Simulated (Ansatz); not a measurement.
Cartesian coordinates (Å):
```xyz
6

Nb     0.0000     0.0000     0.0000
F      1.3954     0.7528     0.9350
F      0.2455    -0.5428    -1.7414
F     -0.5125     1.6967    -0.6010
F     -1.6411    -0.2101     0.8063
F      0.5127    -1.6966     0.6012
```
Charge 0, spin multiplicity 1.

Level of theory: frozen-core CCSD(T)/def2-TZVPP // r2SCAN-D4/def2-SVP (Ansatz, an electronic-structure program).

```json
{
  "HF energy": "-554.09185 Ha",
  "MP2 correlation energy": "-1.71521 Ha"
}
```

### Question
Estimate the CCSD correlation energy, the (T) correction, the total energy and the T1 diagnostic.

### Answer

```json
{
  "CCSD correlation energy": "-1.68548 Ha",
  "(T) correction": "-0.06727 Ha",
  "CCSD(T) total energy": "-555.84460 Ha",
  "T1 diagnostic": "0.021"
}
```
